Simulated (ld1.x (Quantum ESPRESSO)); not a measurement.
## rhenium: ultrasoft pseudisation with PBEsol, fully relativistic reference atom.

rhenium, ultrasoft, made with ld1.x (Quantum ESPRESSO) 7.5 (PBEsol, fully relativistic). Core [Xe] 4f14, reference 5d5 6s2 6p0. Waves: 6s (bound): rcut 2.10, rcutus 2.65 bohr; 6s channel at 1.35 Ry: rcut 2.10, rcutus 2.65 bohr; 6p (bound, empty): rcut 3.60, rcutus 4.55 bohr; 6p channel at 0.7 Ry: rcut 3.60, rcutus 4.55 bohr; 5d (bound): rcut 1.35, rcutus 1.80 bohr; 5d channel at 0.6 Ry: rcut 1.35, rcutus 1.80 bohr. Local part: all-electron potential smoothed inside 3.90 bohr (lloc = -1). Core correction: Bessel-smoothed model core, default radius (core density twice the valence density). Augmentation charge: PSQ, radius 1.40 bohr.

Open shells are filled in proportion to 2j + 1 (rel_dist='average').

All-electron outer shells of the reference configuration (PBEsol, scalar-relativistic, ld1.x):

```json
{"shell": "5p", "level (eV)": "-47.03", "outermost node (bohr)": "0.56", "outermost maximum (bohr)": "1.06"}
{"shell": "4f", "level (eV)": "-42.34", "outermost node (bohr)": "–", "outermost maximum (bohr)": "0.41"}
{"shell": "6s", "level (eV)": "-5.98", "outermost node (bohr)": "1.24", "outermost maximum (bohr)": "2.57"}
{"shell": "5d", "level (eV)": "-5.40", "outermost node (bohr)": "0.62", "outermost maximum (bohr)": "1.43"}
{"shell": "6p", "level (eV)": "-1.29", "outermost node (bohr)": "1.48", "outermost maximum (bohr)": "3.61"}
```

Problem. Does the generator finish with these settings?

Solution. Yes, a potential is produced and its reference levels are reproduced.

Problem. Is the overlap operator S = 1 + Σ q|β⟩⟨β| positive definite (Bessel basis up to 400 Ry)?

Solution. No: its lowest eigenvalue is -0.157, in the p1/2 channel, so the generalised eigenproblem breaks down once the basis is large enough.

Test run stopped at test 1 of 7 (negative rho).

The ghost test of this file was not conclusive. Its overlap operator is not positive definite in a basis up to 400 Ry (lowest eigenvalue p1/2 -0.16), so the file is unfit for use: the generalised eigenproblem breaks down once the basis is large enough, and its test numbers describe a broken file.
